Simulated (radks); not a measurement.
Species: Nd II. Configuration: [Xe] 4f4 6s1.

Method: scalar-relativistic Kohn-Sham, Slater X-alpha with alpha = 0.652, spin-polarised, spherical densities, finite nucleus; open shells are filled with parallel spins first (spin-orbit coupling, left out, can overturn this in heavy ions); Fermi nuclear charge, rms radius 4.9123 fm; computed with a radial shooting solver on a logarithmic mesh with Libxc functionals.

Energy parts (eV):
| part | energy |
|---|---|
| total | -261393.22 |
| kinetic | 278230.44 |
| electron-nucleus | -635056.66 |
| Hartree | 101000.36 |
| exchange | -5567.36 |

Orbitals (lengths in bohr, moments of r in powers of bohr; <r^-3> diverges for s and p1/2; r(90%) holds 90 % of the orbital's charge):
orbital,occ.,eigenvalue (eV),r(90%),<r^4>,<r^2>,<r^-3>
1s up,1,-43344.70,0.0427,1.531e-06,0.0007613,-
1s down,1,-43344.70,0.0427,1.531e-06,0.0007613,-
2s up,1,-7012.857,0.156,0.0002496,0.01206,-
2s down,1,-7012.824,0.156,0.0002496,0.01206,-
2p up,3,-6272.462,0.145,0.0001836,0.009635,9002
2p down,3,-6272.440,0.145,0.0001836,0.009635,9003
3s up,1,-1523.740,0.391,0.010000,0.08134,-
3s down,1,-1522.602,0.391,0.009980,0.08127,-
3p up,3,-1290.212,0.397,0.01044,0.08134,1830
3p down,3,-1289.084,0.396,0.01041,0.08125,1832
3d up,5,-965.0907,0.378,0.008536,0.06901,249.9
3d down,5,-964.2039,0.378,0.008504,0.06890,250.3
4s up,1,-306.8086,0.874,0.2541,0.4176,-
4s down,1,-303.7912,0.874,0.2537,0.4172,-
4p up,3,-230.3161,0.938,0.3344,0.4722,400.1
4p down,3,-227.2735,0.938,0.3341,0.4718,400.4
4d up,5,-121.5515,1.07,0.5564,0.5831,44.90
4d down,5,-118.4909,1.07,0.5584,0.5833,44.92
5s up,1,-45.7827,2.12,8.803,2.431,-
5s down,1,-43.6572,2.14,9.107,2.472,-
5p up,3,-27.3041,2.54,18.11,3.396,54.62
5p down,3,-25.5180,2.56,18.57,3.450,52.68
6s up,1,-8.1191,5.81,485.7,18.13,-
4f up,4,-7.1377,1.98,11.14,1.734,4.866
6s down,0,-6.1835,6.00,558.9,18.93,-
4f down,0,-4.4143,2.11,15.69,1.956,4.679

The highest occupied level is 4f up at -7.138 eV. The electron density at the nucleus is 4.703e+05 e/bohr^3 (large components only). Spin moment in Bohr magnetons: 5. The density falls to 0.001 e/bohr^3 at r = 4.62 bohr. Summed over all electrons, <r^2> = 61.43 bohr^2, which gives a Langevin (diamagnetic) susceptibility term of -48.7 x 10^-6 cm^3/mol.
